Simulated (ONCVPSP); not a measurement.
**What one change does to a pseudopotential (V (Z = 23), ONCV)**

```
Element                 : vanadium (V)
Generator               : ONCVPSP 4.0.1
Type                    : optimised norm-conserving Vanderbilt (ONCV)
Functional              : LDA (Perdew-Wang 92)
Relativity              : scalar-relativistic
Frozen core             : [Ne] 3s2
Valence charge          : 11
Reference configuration : 3p6 3d3 4s2
Partial waves           : 4s: rc 2.70 bohr, ncon 3, nbas 6, qcut 2.4 1/bohr, 2 projectors, debl 0.9 Ha; 3p: rc 1.40 bohr, ncon 3, nbas 7, qcut 8.7 1/bohr, 2 projectors, debl 2.7 Ha; 3d: rc 1.75 bohr, ncon 3, nbas 8, qcut 8.9 1/bohr, 2 projectors, debl 3.6 Ha
Local potential         : polynomial inside 1.35 bohr (lpopt 3, dvloc0 0 Ha)
Core correction         : Teter function, fcfact 5.5, rcfact 1.6
```

Change: d: rc 2.18.

Cutoffs: the cutoffs (Ha) at which the residual kinetic energy of the hardest occupied pseudo-wave falls to 1 and 0.1 mHa per electron; they do not see the model core or the augmentation charge, which bear on the density cutoff. Errors are all-electron minus pseudo energies relative to the spin-unpolarised reference configuration.

Question: How do hardness, ghosts and transferability respond?

Answer: The potential gets softer (29 Ha and 33 Ha → 25 Ha and 29 Ha); of the 4 tests that both files solve, the error grows in 2 and shrinks in 2 by more than 15 % and 0.3 meV (median size 69.3 → 86.3 meV); neither file shows a bound ghost. A larger radius leaves more room for a smooth pseudo-wave, so fewer plane waves are needed.

| quantity | base | changed |
| --- | --- | --- |
| cutoff, loose | 29 Ha | 25 Ha |
| cutoff, tight | 33 Ha | 29 Ha |
| loose cutoff by channel | s 2.8 Ha, p 24 Ha, d 29 Ha | s 2.8 Ha, p 24 Ha, d 25 Ha |
| bound ghosts | none | none |
| GHOST(+) flags under 300 eV | s at 7.1 eV | s at 7.1 eV |
| error for 3p6 3d3 4s1, meV [ΔE 7.93 eV] | -3.0 | -2.0 |
| error for 3p6 3d3 4s0, meV [ΔE 22.47 eV] | -20 | -15 |
| error for 3p6 3d2 4s0, meV [ΔE 51.63 eV] | +118 | +157 |
| error for 3p5 3d3 4s2, meV [ΔE 50.89 eV] | -125 | -191 |
| s: phases at 2.74 bohr within 0.05 rad from the reference energy up to (Ha; the scan ends near 5) | n/a | n/a |
| p: phases at 1.43 bohr within 0.05 rad from the reference energy up to (Ha; the scan ends near 5) | to the end of the scan | to the end of the scan |
| rms error of d²Exc/dni dnj with the model core, mHa | 1.67 | 1.65 |
